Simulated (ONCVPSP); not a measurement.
**Before and after: ONCV potential for Tc (Z = 43)**

```
Element                 : technetium
Generator               : ONCVPSP 4.0.1
Type                    : optimised norm-conserving Vanderbilt (ONCV)
Functional              : PBE
Relativity              : fully relativistic
Frozen core             : [Ar] 3d10
Valence charge          : 15
Reference configuration : 4s2 4p6 4d5 5s2
Partial waves           : 4s+5s: rc 1.35 bohr, ncon 3, nbas 7, qcut 7.2 1/bohr, 3 projectors, debl 1.8 Ha; 4p: rc 1.50 bohr, ncon 5, nbas 8, qcut 10.3 1/bohr, 2 projectors, debl 2.9 Ha; 4d: rc 2.35 bohr, ncon 5, nbas 10, qcut 7.7 1/bohr, 2 projectors, debl 3 Ha
Local potential         : polynomial inside 0.90 bohr (lpopt 4, dvloc0 4 Ha)
Core correction         : Teter function fitted to the true core (icmod 2), fcfact 0.2
```

Open shells are filled in proportion to 2j + 1.

All-electron outer shells of the reference configuration (PBE, scalar-relativistic, ld1.x):

| shell | level (eV) | outermost node (bohr) | outermost maximum (bohr) |
| --- | --- | --- | --- |
| 3d | -249.88 | – | 0.31 |
| 4s | -73.38 | 0.50 | 0.95 |
| 4p | -45.34 | 0.51 | 1.03 |
| 4d | -6.66 | 0.50 | 1.27 |
| 5s | -5.04 | 1.28 | 2.72 |

Change: all radii but the core radius scaled by about 1.22 (s 1.64, p 1.82, d 2.86 bohr); local potential polynomial inside 1.10 bohr (lpopt 4, dvloc0 4 Ha).

Cutoffs: the cutoffs (Ha) at which the residual kinetic energy of the hardest occupied pseudo-wave falls to 1 and 0.1 mHa per electron; they do not see the model core or the augmentation charge, which bear on the density cutoff. Errors are all-electron minus pseudo energies relative to the spin-unpolarised reference configuration.

**Question.** What does the change do?

**Answer.** The potential gets softer (37 Ha and 44 Ha → 30 Ha and 37 Ha); of the 4 tests that both files solve, the error grows in 3 and shrinks in 1 by more than 15 % and 0.3 meV (median size 1.6 → 4.1 meV); neither file shows a bound ghost. A larger radius leaves more room for a smooth pseudo-wave, so fewer plane waves are needed.

```tsv
quantity	base	changed
cutoff, loose	37 Ha	30 Ha
cutoff, tight	44 Ha	37 Ha
loose cutoff by channel	s 22 Ha, p 37 Ha, d 18 Ha	s 18 Ha, p 30 Ha, d 15 Ha
bound ghosts	none	none
GHOST(+) flags under 300 eV	none	none
error for 4s2 4p6 4d5 5s1, meV [ΔE 8.15 eV]	+0.1	-0.4
error for 4s2 4p6 4d5 5s0, meV [ΔE 23.01 eV]	-1.2	-7.6
error for 4s2 4p6 4d4 5s0, meV [ΔE 51.71 eV]	+2.0	+0.6
error for 4s2 4p5 4d5 5s2, meV [ΔE 51.55 eV]	-23	-78
rms error of d²Exc/dni dnj with the model core, mHa	4.50	4.04
```
